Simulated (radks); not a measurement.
Q: Excited configurations of neutral tin: one electron is placed in a higher orbital outside [Kr] 4d10 5s2 5p1. The ground configuration is [Kr] 4d10 5s2 5p2. Method: scalar-relativistic Kohn-Sham, PBE, spin-polarised, spherical densities, point nucleus; open shells are filled with parallel spins first (spin-orbit coupling, left out, can overturn this in heavy ions); computed with a radial shooting solver on a logarithmic mesh with Libxc functionals. Excitation = E - E(ground); binding = E(ion) - E, where the ion is the core of charge +1; n* = 1/sqrt(2 binding) in atomic units, and the quantum defect is n - n*.

| outer orbital | excitation (eV) | binding (eV) | n* | quantum defect | eigenvalue (eV) | <r> (bohr) |
|---|---|---|---|---|---|---|
| 4f | 6.337 | 0.972 | 3.742 | 0.258 | -0.476 | 16.47 |
| 5d | 5.366 | 1.943 | 2.647 | 2.353 | -0.738 | 8.077 |
| 6s | 4.125 | 3.184 | 2.067 | 3.933 | -1.887 | 6.948 |
| 7p | 6.063 | 1.246 | 3.304 | 3.696 | -0.766 | 17.52 |
| 7d | 6.512 | 0.797 | 4.131 | 2.869 | -0.503 | 26.29 |

Estimate the row for 5f.

A: excitation (eV) 6.625; binding (eV) 0.684; n* 4.460; quantum defect 0.540; eigenvalue (eV) -0.405; <r> (bohr) 27.79. The Delta-SCF ionisation energy is 7.309 eV (NIST Atomic Spectra Database: 7.344 eV, measured). Self-interaction in the functional shifts the binding energies and quantum defects, so they are the method's values and not measured ones. Open shells are spherical and high-spin; term and fine-structure splittings are not resolved. Spin-orbit splitting is averaged out at the scalar-relativistic level.
